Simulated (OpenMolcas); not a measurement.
Ti.

- Program: OpenMolcas
- Method: CASSCF
- Basis: ANO-RCC-VQZP [7s6p4d3f2g1h]
- Scalar Hamiltonian: DKH2, point nucleus
- Active space: 2 electrons in 5 orbitals (3d)
- State averaging: 2S+1 = 3 even, 10 roots; 2S+1 = 1 even, 15 roots
- Spin-orbit coupling: state interaction with AMFI integrals over the reference wave functions, term energies averaged over their components

Levels without dynamic correlation, in cm⁻¹ above 3d² 4s² ³F₂:

```csv
Level,E
3d² 4s² ¹G₄,16277
3d² 4s² ¹D₂,10588
3d² 4s² ³P₀,12727
3d² 4s² ¹S₀,39248
```

On this reference, SS-CASPT2, IPEA 0.25 Eh, imaginary shift 0.1 Eh (closed shells correlated: 3s 3p 4s) puts 3d² 4s² ¹G₄ at 12520 cm⁻¹.

Task: Estimate the other levels at that method by one scale factor, and say how well it serves.

Result: The factor is 12520 / 16277 = 0.769. Scaled values beside those that SS-CASPT2 gives and measured ones (NIST Handbook of Basic Atomic Spectroscopic Data):
| Level | Scaled | SS-CASPT2 | Miss (%) | Measured |
| --- | --- | --- | --- | --- |
| 3d² 4s² ¹D₂ | 8142 | 6280 | +29.7 | 7255 |
| 3d² 4s² ³P₀ | 9787 | 9920 | -1.3 | 8437 |
| 3d² 4s² ¹S₀ | 30182 | 27460 | +9.9 |  |
For these levels the scaled values miss SS-CASPT2 by up to 29.7 %, as correlation changes each term by its own factor, spin-orbit parts do not scale and CASPT2 has its own spread within terms. This holds within one configuration; levels of others move differently, and the target method has errors of its own against measurement.

CASPT2 does not keep the components of a term degenerate, so their means are used; among the terms shown or strongly mixed into the levels shown the widest spread is 1100 cm-1 (3d² 4s² ¹G, SS-CASPT2). With the s shell closed, the reference lacks s² → p², s² → d² and s → d mixing, so excited terms can stand far too high and out of order, with CASPT2 too. Without dynamic correlation excited terms often stand tens of per cent too high (terms of higher spin than the ground term too low), and those without a measured partner can miss by more than the paired ones (holds for CASSCF). Some terms miss by over 15 % even with CASPT2, which points to a basis or an active space too small for the shells correlated (holds for SS-CASPT2). Measured partners are found by configuration, term and J. A level has none where our copy of the source lacks it or the pairing is in doubt (some pairs that miss far off the trend of their configuration count as doubtful), and it then counts in no deviation. Levels of configurations outside the active space are missing.
